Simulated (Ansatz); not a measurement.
Ansatz (a program for electronic structure) input (B3LYP-D3(BJ)/def2-TZVP):

Ansatz 0.2 input:
```yaml
crystal:
  periodic: [false, false, false]
  atoms:
    - {symbol: Cs, position_ang: [-0.00000000, -0.00000000, -0.35080573]}
    - {symbol: F, position_ang: [0.00000000, 0.00000000, 2.14381277]}
basis:
  gaussian:
    orbitals: def2-TZVP
hamiltonian:
  xc: b3lyp
  dispersion: d3bj
total_charge: -1
magnetization: {spin_polarized: true, initial_magnetization: 1}
phonons: {temperatures: {t_min: 298.15, t_max: 298.15, t_step: 100}}
```

Output:

```
Functional definition: B3LYP
integrals: 0.01 GiB planned
474 factors; their error is unknown
mean field: 0.18 GiB planned
mean field evaluation 1: about -2942.0525 eV, gradient 1.2e2 eV
mean field evaluation 2: about -2463.3149 eV, gradient 4.1e2 eV
mean field evaluation 4: about -3040.2986 eV, gradient 2.6e2 eV
mean field evaluation 8: about -3184.0830 eV, gradient 1.5e2 eV
mean field evaluation 16: about -3268.4558 eV, gradient 1.3e-5 eV
mean field evaluation 32: about -3267.8228 eV, gradient 1.6e-2 eV
mean field evaluation 64: about -3267.8199 eV, gradient 1.4e-2 eV
mean field evaluation 96: about -3268.3707 eV, gradient 9.2e-1 eV
mean field -3268.45576374 eV, -120.1135338784 hartree, gradient 1.2e-5 eV, S^2 0.750026; 9 other end points of the search recorded, 0 dependent functions left out
the calculation of the forces begins
reference -3268.45591526 eV, -120.1135394468 hartree; 10, 9 occupied and 50, 51 virtual orbitals, 474 factors
these checks for a lower state are left out or cut short: stability, starts, cluster_reference, orbital_swaps, neighbouring_geometries, increment
integrals: 0.01 GiB planned
474 factors; their error is unknown
mean field: 0.18 GiB planned
mean field -3268.45576374 eV, -120.1135338785 hartree, gradient 7.4e-7 eV, S^2 0.750026; 0 other end points of the search recorded, 0 dependent functions left out
the calculation of the forces begins
reference -3268.45591526 eV, -120.1135394469 hartree; 10, 9 occupied and 50, 51 virtual orbitals, 474 factors
these checks for a lower state are left out or cut short: stability, starts, cluster_reference, orbital_swaps, neighbouring_geometries, increment
integrals: 0.01 GiB planned
474 factors; their error is unknown
mean field: 0.18 GiB planned
mean field -3268.45576374 eV, -120.1135338785 hartree, gradient 7.4e-7 eV, S^2 0.750026; 0 other end points of the search recorded, 0 dependent functions left out
the calculation of the forces begins
reference -3268.45591526 eV, -120.1135394469 hartree; 10, 9 occupied and 50, 51 virtual orbitals, 474 factors
these checks for a lower state are left out or cut short: stability, starts, cluster_reference, orbital_swaps, neighbouring_geometries, increment
integrals: 0.01 GiB planned
474 factors; their error is unknown
mean field: 0.18 GiB planned
mean field -3268.45576374 eV, -120.1135338785 hartree, gradient 7.4e-7 eV, S^2 0.750026; 0 other end points of the search recorded, 0 dependent functions left out
the calculation of the forces begins
reference -3268.45591526 eV, -120.1135394469 hartree; 10, 9 occupied and 50, 51 virtual orbitals, 474 factors
these checks for a lower state are left out or cut short: stability, starts, cluster_reference, orbital_swaps, neighbouring_geometries, increment
integrals: 0.01 GiB planned
474 factors; their error is unknown
mean field: 0.18 GiB planned
mean field evaluation 128: about -3268.4558 eV, gradient 2.4e-6 eV
mean field -3268.45576374 eV, -120.1135338785 hartree, gradient 7.4e-7 eV, S^2 0.750026; 0 other end points of the search recorded, 0 dependent functions left out
the calculation of the forces begins
reference -3268.45591526 eV, -120.1135394469 hartree; 10, 9 occupied and 50, 51 virtual orbitals, 474 factors
these checks for a lower state are left out or cut short: stability, starts, cluster_reference, orbital_swaps, neighbouring_geometries, increment
integrals: 0.01 GiB planned
474 factors; their error is unknown
mean field: 0.17 GiB planned
mean field -3268.45574139 eV, -120.1135330574 hartree, gradient 2.7e-6 eV, S^2 0.750026; 0 other end points of the search recorded, 0 dependent functions left out
the calculation of the forces begins
reference -3268.45589286 eV, -120.1135386237 hartree; 10, 9 occupied and 50, 51 virtual orbitals, 474 factors
these checks for a lower state are left out or cut short: stability, starts, cluster_reference, orbital_swaps, neighbouring_geometries, increment
integrals: 0.01 GiB planned
474 factors; their error is unknown
mean field: 0.17 GiB planned
mean field -3268.45575266 eV, -120.1135334712 hartree, gradient 2.4e-6 eV, S^2 0.750026; 0 other end points of the search recorded, 0 dependent functions left out
the calculation of the forces begins
reference -3268.45590423 eV, -120.1135390416 hartree; 10, 9 occupied and 50, 51 virtual orbitals, 474 factors
these checks for a lower state are left out or cut short: stability, starts, cluster_reference, orbital_swaps, neighbouring_geometries, increment
integrals: 0.01 GiB planned
474 factors; their error is unknown
mean field: 0.18 GiB planned
mean field -3268.45576374 eV, -120.1135338785 hartree, gradient 7.4e-7 eV, S^2 0.750026; 0 other end points of the search recorded, 0 dependent functions left out
the calculation of the forces begins
reference -3268.45591526 eV, -120.1135394469 hartree; 10, 9 occupied and 50, 51 virtual orbitals, 474 factors
these checks for a lower state are left out or cut short: stability, starts, cluster_reference, orbital_swaps, neighbouring_geometries, increment
integrals: 0.01 GiB planned
474 factors; their error is unknown
mean field: 0.18 GiB planned
mean field -3268.45576374 eV, -120.1135338785 hartree, gradient 7.4e-7 eV, S^2 0.750026; 0 other end points of the search recorded, 0 dependent functions left out
the calculation of the forces begins
reference -3268.45591526 eV, -120.1135394469 hartree; 10, 9 occupied and 50, 51 virtual orbitals, 474 factors
these checks for a lower state are left out or cut short: stability, starts, cluster_reference, orbital_swaps, neighbouring_geometries, increment
integrals: 0.01 GiB planned
474 factors; their error is unknown
mean field: 0.18 GiB planned
mean field evaluation 160: about -3268.4558 eV, gradient 9.8e-6 eV
mean field -3268.45576374 eV, -120.1135338785 hartree, gradient 7.4e-7 eV, S^2 0.750026; 0 other end points of the search recorded, 0 dependent functions left out
the calculation of the forces begins
reference -3268.45591526 eV, -120.1135394469 hartree; 10, 9 occupied and 50, 51 virtual orbitals, 474 factors
these checks for a lower state are left out or cut short: stability, starts, cluster_reference, orbital_swaps, neighbouring_geometries, increment
integrals: 0.01 GiB planned
474 factors; their error is unknown
mean field: 0.18 GiB planned
mean field -3268.45576374 eV, -120.1135338785 hartree, gradient 7.4e-7 eV, S^2 0.750026; 0 other end points of the search recorded, 0 dependent functions left out
the calculation of the forces begins
reference -3268.45591526 eV, -120.1135394469 hartree; 10, 9 occupied and 50, 51 virtual orbitals, 474 factors
these checks for a lower state are left out or cut short: stability, starts, cluster_reference, orbital_swaps, neighbouring_geometries, increment
integrals: 0.01 GiB planned
474 factors; their error is unknown
mean field: 0.17 GiB planned
mean field -3268.45575266 eV, -120.1135334712 hartree, gradient 2.4e-6 eV, S^2 0.750026; 0 other end points of the search recorded, 0 dependent functions left out
the calculation of the forces begins
reference -3268.45590423 eV, -120.1135390416 hartree; 10, 9 occupied and 50, 51 virtual orbitals, 474 factors
these checks for a lower state are left out or cut short: stability, starts, cluster_reference, orbital_swaps, neighbouring_geometries, increment
integrals: 0.01 GiB planned
474 factors; their error is unknown
mean field: 0.17 GiB planned
mean field -3268.45574139 eV, -120.1135330574 hartree, gradient 2.7e-6 eV, S^2 0.750026; 0 other end points of the search recorded, 0 dependent functions left out
the calculation of the forces begins
reference -3268.45589286 eV, -120.1135386237 hartree; 10, 9 occupied and 50, 51 virtual orbitals, 474 factors
Total energy: -3268.47647501 eV, -120.1142950039 hartree
Atom 0 at    -0.000000    -0.000000    -0.350806 Å, force    -0.000000     0.000000    -0.000969 eV/Å
Atom 1 at     0.000000     0.000000     2.143813 Å, force     0.000000    -0.000000     0.000969 eV/Å
Dipole moment:    -0.000000    -0.000000     0.232310 e Å
Vibrations: 295.86 cm⁻¹, zero-point energy 0.018341 eV
```
